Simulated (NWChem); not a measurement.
[CH3][Sc]([Cl])[CH3] (C2H6ClSc), optimised at PBE0/def2-SVP with NWChem:

highest occupied level (eV): -7.13
orbital gap (eV): 4.96
dipole (D): 1.65

One or both are not confirmed as a minimum by frequencies. def2 effective core potentials on In; no spin-orbit coupling.

Question: One Sc atom is replaced by In, giving [Cl][In]([CH3])[CH3] (C2H6ClIn), optimised at the same level. How do these values move?

Answer: 
| quantity | new value | change |
|---|---|---|
| highest occupied level (eV) | -7.44 | -0.31 |
| orbital gap (eV) | 6.32 | +1.36 |
| dipole (D) | 3.58 | +1.93 |
